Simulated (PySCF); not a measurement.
# The first ionisation energy along the 4p block

All values are computed (PySCF 2.14, energy differences of UHF-based or UKS calculations, no spin-orbit coupling). Values in eV. The last column holds reference values (NIST; (s) semi-empirical, (t) theoretical, else measured). Unmarked ones compare directly (S terms, centres of terms, or small fine structure); those marked * lie between the lowest fine-structure levels and include a spin-orbit shift.

| element | configurations | MP2 (valence and next inner shell) | SCS-MP2 (valence and next inner shell) | CCSD (valence and next inner shell) | CCSD(T) (valence and next inner shell) | MP2 (valence) | LDA | reference |
| --- | --- | --- | --- | --- | --- | --- | --- | --- |
| Ga (def2-TZVPPD, non-relativistic) | [Ar] 3d10 4s2 4p1 → [Ar] 3d10 4s2 | 5.839 | 5.788 | 5.868 | 5.895 | 5.749 | 6.049 | 5.931 |
| Ge (def2-TZVPPD, non-relativistic) | [Ar] 3d10 4s2 4p2 → [Ar] 3d10 4s2 4p1 | 7.861 | 7.757 | 7.849 | 7.879 | 7.775 | 8.022 | 7.925 |
| As (def2-TZVPPD, non-relativistic) | [Ar] 3d10 4s2 4p3 → [Ar] 3d10 4s2 4p2 | 9.993 | 9.822 | 9.919 | 9.953 | 9.921 | 10.053 | 10.008 |
| Se (def2-TZVPPD, non-relativistic) | [Ar] 3d10 4s2 4p4 → [Ar] 3d10 4s2 4p3 | 9.294 | 9.341 | 9.383 | 9.418 | 9.249 | 9.915 | 9.635 |
| Br (def2-TZVPPD, non-relativistic) | [Ar] 3d10 4s2 4p5 → [Ar] 3d10 4s2 4p4 | 11.618 | 11.598 | 11.589 | 11.628 | 11.572 | 12.103 | 11.844 |
| Kr (def2-TZVPPD, non-relativistic) | [Kr] → [Ar] 3d10 4s2 4p5 | 14.070 | 13.968 | 13.916 | 13.960 | 14.026 | 14.357 | 14.222 |

```csv
method,elements,mean error (eV),mean absolute error (eV),largest error (eV)
MP2 (valence and next inner shell),6,-0.148,0.148,-0.341
SCS-MP2 (valence and next inner shell),6,-0.215,0.215,-0.294
CCSD (valence and next inner shell),6,-0.173,0.173,-0.306
CCSD(T) (valence and next inner shell),6,-0.139,0.139,-0.261
MP2 (valence),6,-0.212,0.212,-0.386
LDA,6,0.156,0.156,0.280
```

Errors include the incompleteness of the basis and the frozen core.

"Valence" correlates the outer s and p shells and, in groups 3 to 12 and the f block, the outer d or f shell, open or full, or the next shell where the ion has no valence electron left; the wider scheme adds the next inner shell.
